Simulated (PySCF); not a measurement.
CH6AlN, singlet, at a GFN2-xTB geometry (such geometries of metal compounds can be far from the true shape); CCSD/cc-pVDZ (PySCF).

The PySCF input:
```python
from pyscf import gto, scf, cc

mol = gto.Mole()
mol.atom = '''
    Al   -0.338540   -0.234852   -0.218008
    H    -1.474672   -0.930114   -0.993234
    C     0.130428    1.650618   -0.648180
    H     1.170183    1.756716   -0.976403
    H     0.015396    2.315690    0.214679
    H    -0.497215    2.058098   -1.447928
    N     0.434736   -1.258727    1.012208
    H     1.195431   -1.022215    1.638729
    H     0.166182   -2.217714    1.201889
'''
mol.basis = 'cc-pvdz'
mol.charge = 0
mol.spin = 0
mol.verbose = 4
mol.max_memory = 1800
mol.build()

mf = scf.RHF(mol)
mf.kernel()

mycc = cc.CCSD(mf, frozen=7)
mycc.kernel()
print('E(CCSD) = %.10f' % mycc.e_tot)
```

Task: What does PySCF print? Leave out banner, timings and long lists.

Result: 
```
PySCF version 2.14.0

[INPUT] verbose = 4
[INPUT] num. atoms = 9
[INPUT] num. electrons = 32
[INPUT] charge = 0
[INPUT] spin (= nelec alpha-beta = 2S) = 0
[INPUT] symmetry False subgroup None
[INPUT] Mole.unit = angstrom
[INPUT] Symbol           X                Y                Z      unit          X                Y                Z       unit  Magmom
[...]
nuclear repulsion = 97.8626128205787
number of shells = 33
number of NR pGTOs = 135
number of NR cGTOs = 76
basis = cc-pvdz
ecp = {}

******** <class 'pyscf.scf.hf.RHF'> ********
method = RHF
initial guess = minao
damping factor = 0
level_shift factor = 0
DIIS = <class 'pyscf.scf.diis.CDIIS'>
diis_start_cycle = 1
diis_space = 8
diis_damp = 0
SCF conv_tol = 1e-09
SCF conv_tol_grad = None
SCF max_cycles = 50
direct_scf = True
direct_scf_tol = 1e-13
Set gradient conv threshold to 3.16228e-05
Initial guess from minao.
init E= -337.666632930627
[...]
cycle= 1 E= -337.726446401548  delta_E= -0.0598  |g|= 0.321  |ddm|= 2.24
[...]
cycle= 2 E= -337.757193384715  delta_E= -0.0307  |g|= 0.135  |ddm|= 0.371
[...]
cycle= 3 E= -337.7618242821  delta_E= -0.00463  |g|= 0.0445  |ddm|= 0.122
[...]
cycle= 4 E= -337.762504391975  delta_E= -0.00068  |g|= 0.00477  |ddm|= 0.0537
[...]
cycle= 5 E= -337.762516710288  delta_E= -1.23e-05  |g|= 0.00142  |ddm|= 0.00718
[...]
cycle= 6 E= -337.762517775613  delta_E= -1.07e-06  |g|= 0.00044  |ddm|= 0.00233
[...]
cycle= 7 E= -337.762517883469  delta_E= -1.08e-07  |g|= 0.000127  |ddm|= 0.00069
[...]
cycle= 8 E= -337.762517896603  delta_E= -1.31e-08  |g|= 2.76e-05  |ddm|= 0.000271
[...]
cycle= 9 E= -337.762517897432  delta_E= -8.29e-10  |g|= 7.21e-06  |ddm|= 7.01e-05
[...]
Extra cycle  E= -337.762517897471  delta_E= -3.83e-11  |g|= 3.2e-06  |ddm|= 1.21e-05
converged SCF energy = -337.762517897471

******** <class 'pyscf.cc.ccsd.CCSD'> ********
CC2 = 0
CCSD nocc = 9, nmo = 69
frozen orbitals 7
max_cycle = 50
direct = 0
conv_tol = 1e-07
conv_tol_normt = 1e-05
diis_space = 6
diis_start_cycle = 0
diis_start_energy_diff = 1e+09
Init t2, MP2 energy = -338.153595621424  E_corr(MP2) -0.391077723953639
Init E_corr(CCSD) = -0.391077723959749
cycle = 1  E_corr(CCSD) = -0.417519709287042  dE = -0.0264419853  norm(t1,t2) = 0.051052
cycle = 2  E_corr(CCSD) = -0.427215442167393  dE = -0.00969573288  norm(t1,t2) = 0.0170745
cycle = 3  E_corr(CCSD) = -0.429814333362332  dE = -0.00259889119  norm(t1,t2) = 0.00863546
cycle = 4  E_corr(CCSD) = -0.431259673208551  dE = -0.00144533985  norm(t1,t2) = 0.00357444
cycle = 5  E_corr(CCSD) = -0.431110341217266  dE = 0.000149331991  norm(t1,t2) = 0.00134756
cycle = 6  E_corr(CCSD) = -0.431065113926134  dE = 4.52272911e-05  norm(t1,t2) = 0.00035744
cycle = 7  E_corr(CCSD) = -0.431072045274644  dE = -6.93134851e-06  norm(t1,t2) = 0.000120411
cycle = 8  E_corr(CCSD) = -0.43107445733433  dE = -2.41205969e-06  norm(t1,t2) = 2.94797e-05
cycle = 9  E_corr(CCSD) = -0.431073033743573  dE = 1.42359076e-06  norm(t1,t2) = 9.16596e-06
cycle = 10  E_corr(CCSD) = -0.431073100845626  dE = -6.71020524e-08  norm(t1,t2) = 3.4539e-06
CCSD converged
E(CCSD) = -338.1935909983162  E_corr = -0.4310731008456256
E(CCSD) = -338.1935909983
```
